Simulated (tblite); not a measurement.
C6H8F2O.
Numbering: `[F:1][C@:2]12[CH2:3][CH2:4][O:5][C@:6]([F:7])([CH2:8]1)[CH2:9]2` (hydrogens: H10, H11 on C3; H12, H13 on C4; H14, H15 on C8; H16, H17 on C9)

Computed geometry: GFN2-xTB, gas phase.

(1) List the bond lengths, angles and torsions at this level.

## Answers

(1) 
```tsv
bond	length (Å)
F1–C2	1.371
C2–C3	1.526
C3–C4	1.540
C4–O5	1.423
O5–C6	1.392
C6–F7	1.356
C6–C8, C6–C9	1.540
C2–C8, C2–C9	1.535
C3–H10, C3–H11	1.091
C4–H12, C4–H13	1.094
C8–H14, C9–H16	1.086
C8–H15, C9–H17	1.086
```

Bonds in one row agree within 0.01 Å and their mean is given. A selection of angles:
```tsv
angle	degrees
F1–C2–C3	111.7
F1–C2–C8	117.5
C3–C2–C8	110.0
C8–C2–C9	89.0
C2–C3–C4	108.3
C3–C4–O5	113.6
C4–O5–C6	113.1
O5–C6–F7	107.3
O5–C6–C8	113.6
O5–C6–C9	111.0
F7–C6–C8	117.6
C8–C6–C9	88.7
C2–C8–C6	83.4
```

Torsions: F1–C2–C3–C4 -166° (antiperiplanar); C2–C3–C4–O5 -28° (synperiplanar); C3–C4–O5–C6 31° (synclinal); C4–O5–C6–F7 163° (antiperiplanar); O5–C6–C8–C2 -83° (synclinal); O5–C6–C9–C2 86° (synclinal); F1–C2–C8–C6 -150°; F1–C2–C9–C6 150°.

The 6-membered ring C2–C3–C4–O5–C6–C8 has internal angles of 83.4° to 113.6° (sum 642°, against 720° for a flat polygon); it is puckered, 0.37 Å rms from its mean plane, widest ring torsion 83°. The 6-membered ring C2–C3–C4–O5–C6–C9 has internal angles of 83.3° to 113.6° (sum 638°, against 720° for a flat polygon); it is puckered, 0.31 Å rms from its mean plane, widest ring torsion 86°. The C–O distances run from 1.392 Å (O5–C6, drawn single) to 1.423 Å (C4–O5, drawn single), a spread of 0.031 Å. Of the pairs four or more bonds apart, C4···H15 is among the closest relative to their van der Waals radii: 2.65 Å, 91 % of the sum of Bondi's values. O5 (cyclic ether oxygen) is bent (angle 113.1°). The 4-membered ring C2–C8–C6–C9 has internal angles of 83.3° to 89.0°; it is puckered, 0.20 Å rms from its mean plane, widest ring torsion 29°.

Point group: C1 (no symmetry element, even within 0.4 Å). Its GFN2-xTB frequencies are all real (lowest 186 cm⁻¹).
